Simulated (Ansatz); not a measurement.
Reaction: H2Te (SMILES [TeH2]) → HTe (SMILES [TeH], doublet) + H (doublet) (the H-Te bond breaks)
Each species at its own B3LYP-D3(BJ)/def2-TZVP minimum (Ansatz, an electronic-structure program).

Total energies in hartree (Ansatz). Radicals and triplets start from unrestricted determinants; spin-orbit coupling is neglected. Correlated methods leave the cores frozen (noble-gas shells, and filled d and f shells in the p block). Past Kr the def2 sets carry scalar-relativistic core potentials. Where a partner has so few electrons that a lower coupled-cluster level is exact, that level stands in. Spin-orbit terms, left out, reach several kcal/mol for Br and I, and more for heavier atoms.

| species | HF/def2-TZVPP | CCSD(T)/def2-TZVPP | HF/def2-QZVPP | CCSD(T)/def2-QZVPP | CCSDT(Q)/def2-QZVPP |
|---|---|---|---|---|---|
| 1: H2Te (tellane, SMILES [TeH2]) | -268.15339 | -268.33070 | -268.15549 | -268.34738 | -268.34841 |
| 2: HTe (SMILES [TeH], doublet) | -267.57457 | -267.71553 | -267.57643 | -267.73024 | -267.73119 |
| 3: H (doublet) | -0.49981 | -0.49981 | -0.49998 | -0.49998 | -0.49998 |

### Question
Work out the bond dissociation energy (electronic) in kJ/mol: take Hartree-Fock from def2-QZVPP, extrapolate the CCSD(T) correlation energy as X^-3 (X = 3, 4), and add CCSDT(Q) - CCSD(T) in def2-QZVPP. 1 hartree = 2625.5 kJ/mol.

### Answer

Species 1: correlation (64·(-0.19189) - 27·(-0.17731))/37 = -0.20253; step -0.00103; E1 = -268.15549 + (-0.20253) + (-0.00103) = -268.35905
Species 2: correlation (64·(-0.15381) - 27·(-0.14096))/37 = -0.16319; step -0.00095; E2 = -267.57643 + (-0.16319) + (-0.00095) = -267.74057
Species 3: correlation (64·(0.00000) - 27·(0.00000))/37 = 0.00000; step +0.00000; E3 = -0.49998 + (0.00000) + (+0.00000) = -0.49998
-1·E1 +1·E2 +1·E3 = 0.11850 hartree = 311.1 kJ/mol.
